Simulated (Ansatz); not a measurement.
Geometry optimisation, RKS PBE/def2-SVP (Ansatz).

Input:

```yaml
crystal:
  periodic: [false, false, false]
  atoms:
    - { symbol: Si, position_ang: [-0.8452, -0.5262, 0.521] }
    - { symbol: H, position_ang: [-0.7763, -0.9585, -1.3048] }
    - { symbol: H, position_ang: [-2.2943, -0.3781, 0.3887] }
    - { symbol: H, position_ang: [-0.4791, 0.267, 1.7024] }
    - { symbol: "N", position_ang: [-0.0625, -2.0162, 0.868] }
    - { symbol: H, position_ang: [-0.1991, -0.2128, -1.5698] }
    - { symbol: O, position_ang: [0.2402, 0.6772, -0.7546] }
    - { symbol: C, position_ang: [0.993, 1.8369, -0.5317] }
    - { symbol: H, position_ang: [0.0146, -2.3106, 1.8268] }
    - { symbol: H, position_ang: [-0.1796, -2.8108, 0.261] }
    - { symbol: H, position_ang: [0.4831, 2.7137, -0.9463] }
    - { symbol: H, position_ang: [1.976, 1.7368, -1.0018] }
    - { symbol: H, position_ang: [1.1292, 1.9817, 0.5413] }
basis:
  gaussian: { orbitals: def2-SVP }
hamiltonian:
  xc: pbe
relax:
  f_tol: 0.15
  max_steps: 25
  restrain:
    - { distance: [0, 6], at: 3.07, k: 30.0 }
    - { distance: [5, 1], at: 1.92, k: 30.0 }
    - { distance: [0, 1], at: 1.42, k: 30.0 }
    - { distance: [5, 6], at: 0.97, k: 30.0 }
output:
  orbitals: {}
```

Launched with:

```bash
$ ansatz run input.yaml --threads 2 --pin off --max-ram 3072MiB --backend cpu --events-out ev --progress --plain --runs-dir out
```

Task: Where does it end, and by what steps?

Result: The run converged. The restraints hold the end off the free minimum. After 18 steps the energy has fallen by 1.397 eV (the restraints' own energy left out); H13 moved furthest, 1.23 Å. Parted: Si1–O7. Joined: Si1–H2, H6–O7.

```tsv
step	energy less start (eV)	largest force component (eV/Å)	accepted
0	0.0000	1.996	yes
1	0.6923	3.853	yes
2	1.0936	3.597	yes
3	1.0453	3.407	yes
4	0.6369	4.419	yes
5	0.1813	1.740	yes
6	-0.4112	1.461	yes
7	-0.9175	1.691	yes
8	-1.1555	0.986	yes
9	-1.2156	1.097	yes
10	-1.2541	1.203	yes
11	-1.2949	0.991	yes
12	-1.3346	0.980	yes
13	-1.3637	0.957	yes
14	-1.3821	0.955	yes
15	-1.3788	0.950	no
16	-1.3870	0.942	yes
17	-1.3909	0.966	yes
18	-1.3966	0.965	yes
```

```xyz
13
Properties=species:S:1:pos:R:3
Si -0.585 -1.045 0.532
H -0.053 -0.965 -0.820
H -2.004 -0.526 0.494
H 0.213 -0.192 1.475
N -0.367 -2.704 1.057
H -0.277 0.832 -1.467
O -0.367 1.643 -0.934
C 0.924 2.195 -0.767
H -0.537 -2.901 2.047
H -0.796 -3.443 0.492
H 1.343 2.620 -1.711
H 1.662 1.462 -0.360
H 0.843 3.025 -0.037
```

Time of the run: 40 s on 2 threads of Arm Neoverse V1 (shared host), peak memory 0.15 GiB.
